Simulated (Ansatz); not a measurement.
Consider the redistribution: `[NH2][In]([NH2])[SH]` + `[CH3][Cd][OH]` → `[NH2][In]([NH2])[OH]` + `[CH3][Cd][SH]`.

Computed with Ansatz on PBE0-D4/def2-TZVP structures; ΔE is electronic, products minus reactants. CBS: MP2 limit from def2 TZ/QZ plus the TZ coupled-cluster correction, frozen cores. DFT in def2-TZVPP. HSE06 is defined as in plane-wave codes. def2 core potentials past Kr. For Cd, In outer-core shells are correlated without core-valence functions, which leaves a few kJ/mol of doubt a bond. One conformer a species, not always the lowest.

`[NH2][In]([NH2])[SH]`:

```xyz
9

N     1.274   -0.633    1.096
In   -0.254    0.033   -0.047
N     0.099    1.051   -1.755
S    -2.514   -0.371    0.597
H     2.150   -0.792    0.617
H     1.078   -1.432    1.681
H    -0.643    1.656   -2.076
H     0.973    1.555   -1.805
H    -2.163   -1.066    1.692
```

`[CH3][Cd][OH]`:

```xyz
7

C    -0.180    0.151    1.344
Cd    0.009   -0.178   -0.707
O     0.104   -0.581   -2.638
H    -1.163    0.567    1.567
H     0.586    0.850    1.681
H    -0.062   -0.790    1.884
H     0.707   -0.020   -3.130
```

`[NH2][In]([NH2])[OH]`:

```xyz
9

N    -0.174   -1.068    1.537
In    0.108   -0.031   -0.176
N     0.047    1.969   -0.402
O     0.849   -0.993   -1.753
H    -0.812   -0.660    2.206
H    -0.414   -2.042    1.422
H    -0.667    2.463    0.113
H     0.028    2.280   -1.364
H     1.034   -1.919   -1.582
```

`[CH3][Cd][SH]`:

```xyz
7

C     0.052   -1.194   -0.805
Cd   -0.278    0.484    0.422
S    -0.678    2.349    1.798
H    -0.058   -2.109   -0.222
H     1.060   -1.156   -1.219
H    -0.667   -1.203   -1.624
H     0.569    2.828    1.650
```

```csv
level,ΔE (eV)
B97M-V,-0.14
B2PLYP,-0.15
PBE,-0.13
revPBE,-0.14
r2SCAN0,-0.16
HSE06,-0.16
RPA@PBE/def2-TZVPP,-0.12
MP2/def2-SVP,-0.19
```

**Question.** What does CCSD(T)/CBS give? (An estimate is asked.)

**Answer.** The calculation gave: -0.18 eV. The listed levels differ from it by 0.04, 0.03, 0.05, 0.04, 0.02, 0.02, 0.06, -0.01 eV.

Largest T1 diagnostic among the species: 0.015.

Leaving LDA and LC-ωPBE aside and taking each functional with its dispersion term where it has one, the values, not all of them listed here, spread over 0.05 eV, from BHLYP-D4 to BLYP-D4. In def2-TZVPP, CCSD(T) changes the Hartree–Fock value by +0.09 eV (the triples alone add +0.01 eV) and MP2 by +0.09 eV.
